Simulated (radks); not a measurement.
All-electron atom: the sulfur ion S5+ in [Ne] 3s1.

All-electron calculation, Dirac Kohn-Sham, PBE, spin-unpolarised, spherical densities, finite nucleus; Fermi nuclear charge, rms radius 3.2611 fm. Program: a radial shooting solver on a logarithmic mesh with Libxc functionals.

Energy parts (eV):
total: -10670.474
kinetic: 10721.693
electron-nucleus: -24548.863
Hartree: 3794.628
exchange-correlation: -637.933

Orbitals (lengths in bohr, moments of r in powers of bohr; r(90%) holds 90 % of the orbital's charge):
| orbital | occ. | eigenvalue (eV) | <1/r> | r(90%) | <r^2> |
|---|---|---|---|---|---|
| 1s1/2 | 2 | -2489.425 | 15.66 | 0.173 | 0.01262 |
| 2s1/2 | 2 | -291.3608 | 3.087 | 0.745 | 0.2690 |
| 2p1/2 | 2 | -237.3864 | 2.996 | 0.726 | 0.2373 |
| 2p3/2 | 4 | -236.1009 | 2.975 | 0.729 | 0.2395 |
| 3s1/2 | 1 | -80.6108 | 0.9907 | 2.08 | 2.273 |

The highest occupied level is 3s1/2 at -80.611 eV. The density falls to 0.001 e/bohr^3 at r = 2.53 bohr. Summed over all electrons, <r^2> = 4.269 bohr^2, which gives a Langevin (diamagnetic) susceptibility term of -3.38 x 10^-6 cm^3/mol.
